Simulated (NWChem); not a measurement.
A series in which one site is exchanged, each optimised at PBE0/def2-SVP with NWChem, gas phase unless a solvent is named. This build's default masses of Se (78.918 u) and Br (79.917 u) are each other's, which moves their modes by up to 0.6 %. For some, no frequency run checked for a minimum. def2 effective core potentials on I; no spin-orbit coupling.

A: [BeH2] (BeH$_{2}$; site = H)
B: [BeH][I] (BeHI; site = I)
C: [Cl][BeH] (BeHCl; site = Cl)
D: [BeH][Br] (BeHBr; site = Br)

Values for A:

```
Item                                                  Value
----------------------------------------------------  -----
dipole (D), PBE0/def2-SVP                              0.00
orbital gap (eV), PBE0/def2-SVP                        8.01
static polarisability, B3LYP/def2-SVPD (bohr³)         20.5
lowest singlet excitation, B3LYP/def2-SVPD, TDA (eV)   6.19
```

How do these values change for the other members?


```
change from A                                             B      C      D
----------------------------------------------------  -----  -----  -----
dipole (D), PBE0/def2-SVP                             +0.12  +0.48  +0.28
orbital gap (eV), PBE0/def2-SVP                       -0.87  +1.08  +0.24
static polarisability, B3LYP/def2-SVPD (bohr³)        +31.9  +10.3  +18.1
lowest singlet excitation, B3LYP/def2-SVPD, TDA (eV)  -0.66  +1.11  +0.31
```
